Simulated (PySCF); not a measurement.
In(Cl)3 cation (Cl3In), SMILES [Cl][In]([Cl])[Cl] (connectivity only; charge and spin as stated), charge +1, multiplicity 2. Atoms are numbered in the order given.

```xyz
4

In     0.0000     0.0000     0.2846
Cl     0.0000     0.0000     2.5409
Cl     0.0000     1.3906    -1.6806
Cl     0.0000    -1.3906    -1.6806
```
Charge +1, spin multiplicity 2.

Geometry optimised at PBE0-D3(BJ)/def2-SVP. The spin state was assumed, not searched. The isomer is the one that the SMILES or the coordinates give; other isomers of the formula were not compared. The def2 effective core potentials stand for the cores of In; spin–orbit coupling is left out.

Calculation: M06-2X/def2-TZVPD (PySCF).

Mulliken values depend strongly on the basis, most of all with diffuse functions as here. ESP charges are fitted to the potential on shells at 1.4 to 2.0 van der Waals radii. Atomic charges (e):

| atom | ESP fit | Mulliken | Mulliken spin |
|---|---|---|---|
| In1 | ? | 1.58 | -0.02 |
| Cl2 | ? | -0.29 | -0.01 |
| Cl3 | ? | -0.14 | 0.52 |
| Cl4 | ? | -0.14 | 0.52 |

Task: Fill in the missing entries. (The exact figures need the calculation; the answer reports its results.)

Result: 
- In1, ESP fit: 0.77
- Cl2, ESP fit: 0.02
- Cl3, ESP fit: 0.11
- Cl4, ESP fit: 0.11
